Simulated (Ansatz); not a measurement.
**Telling isomers of HPSTe apart by their spectra**

These gas-phase data were calculated for one isomer of HPSTe at B3LYP-D4/def2-TZVP (harmonic, unscaled wavenumbers; equilibrium rotational constants with average atomic masses):

```
rotational constants            : 12.6, 1.36, 1.227 GHz
all wavenumbers above 1500 cm⁻¹ : 2626
```

Candidates:

(1) `P1S[Te]1`, a singlet
(2) `S=P[TeH]`, a singlet
(3) `SP=[Te]`, a singlet

**Question.** Assign the data to one candidate and say why.

**Answer.** Candidate (3). The band at 2626 cm⁻¹ lies where the S–H stretch is expected; (1), (2) have no mode between 2500 and 2800 cm⁻¹.

The same quantities for all candidates:

```tsv
	rotational constants (GHz)	wavenumbers above 1500 cm⁻¹	E above the lowest, B3LYP-D4/def2-TZVP (kcal/mol)
(1)	6.736, 2.363, 1.773	2331	1.9
(2)	13.42, 1.286, 1.174	2105	2.8
(3)	12.6, 1.36, 1.227	2626	0.0
```

Each candidate is one conformer. Atoms past krypton carry core potentials. Programs: Ansatz 0.2.0.
